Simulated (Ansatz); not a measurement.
`B[Si](O)(O)F` + HCl → `B[Si](O)(F)Cl` + H₂O at 298.15 K and 1 bar (ligand exchange at the Si–O bond).

Program: Ansatz. Geometries: PBE0-D4/def2-TZVP. ΔE: electronic, gas phase. CBS: MP2 limit from def2 TZ/QZ plus the TZ coupled-cluster correction, frozen cores. This one scheme is used for every species. Each species was taken in one conformer, which may not be the lowest.

| species | CCSD(T)/CBS energy (Eh) | H − E (kJ/mol) | S (J/(mol·K)) |
| --- | --- | --- | --- |
| `B[Si](O)(O)F` | -566.56464 | 158.8 | 350.1 |
| HCl | -460.38127 | 26.6 | 186.8 |
| `B[Si](O)(F)Cl` | -950.56525 | 125.4 | 350.6 |
| H₂O | -76.37941 | 66.4 | 188.7 |

H − E and S are ideal-gas, rigid-rotor, harmonic terms from PBE0-D4/def2-TZVP, for one conformer and one mirror image of each species. 1 Eh = 2625.50 kJ/mol, R = 8.31446 J/(mol·K).

Task: By hand: ΔE, ΔH, ΔS and ΔG.

Result: ΔE = (-950.56525) + (-76.37941) − (-566.56464) − (-460.38127) = 0.00125 Eh = 3.3 kJ/mol. Δ(H − E) = 125.4 + 66.4 − 158.8 − 26.6 = 6.4, so ΔH = 9.7 kJ/mol. ΔS = 350.6 + 188.7 − 350.1 − 186.8 = 2.4 J/(mol·K). ΔG = 9.7 − 298.15 × (2.4)/1000 = 9.0 kJ/mol.

Task: By hand: the equilibrium constant, and the temperature at which ΔG would vanish if ΔH and ΔS stayed fixed.

Result: log₁₀ K = −ΔG/(RT ln 10) = -1.6. ΔG = 0 at ΔH/ΔS = 4042 K, far beyond where these terms or the molecules hold.

The number of gas molecules stays the same, so ΔS is small and ΔH decides. A doubt of 5 kJ/mol in ΔE shifts log₁₀ K by 0.9 here. Other conformers and mirror images would add mixing entropy, several J/(mol·K) or more a flexible species. These are equilibria of isolated gas molecules and say nothing of rates. Largest T1 diagnostic: 0.012 (customary marks: 0.02 for closed shells, 0.045 for open ones).
